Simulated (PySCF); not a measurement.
# Zn (zinc, neutral) across methods

[Ar] 3d9 4s2 4p1, one real determinant (an excited configuration). All numbers are calculated (PySCF 2.14, the spin-free X2C one-electron Hamiltonian (Gaussian nucleus), in aug-cc-pVTZ-DK). The B2PLYP total includes its PT2 part (frozen core); its orbital energies are those of the SCF part.

| method | E (hartree) | mean ε 4s α (eV) | mean ε 4s β (eV) | mean ε 4p α (eV) | Σ⟨r²⟩ (bohr²) | ⟨S²⟩ |
| --- | --- | --- | --- | --- | --- | --- |
| UHF | -1793.94183 | -12.363 | -10.407 | -5.925 | 41.20 | 2.010 |
| MN15 | -1796.708 | -10.507 | -9.692 | -4.218 | 40.84 | 2.003 |
| PBE | -1795.263 | -8.846 | -8.060 | -3.066 | 40.57 | 2.003 |
| revPBE | -1795.422 | -8.774 | -7.959 | -3.060 | 40.62 | 2.003 |
| B2PLYP | -1795.232 | -10.826 | -9.574 | -4.542 | 40.66 | 2.005 |
| r2SCAN | -1795.492 | -9.111 | -8.239 | -3.322 | 39.90 | 2.007 |
| PBE0 | -1795.271 | -9.905 | -8.864 | -3.904 | 40.28 | 2.004 |
| M06 | -1795.519 | -9.995 | -9.319 | -3.567 | 40.16 | 2.002 |
| LDA | -1792.496 | -9.069 | -8.349 | -3.058 | 40.30 | 2.001 |

⟨L²⟩ = 7.97 against 12 for a pure F term, so this real determinant mixes terms.
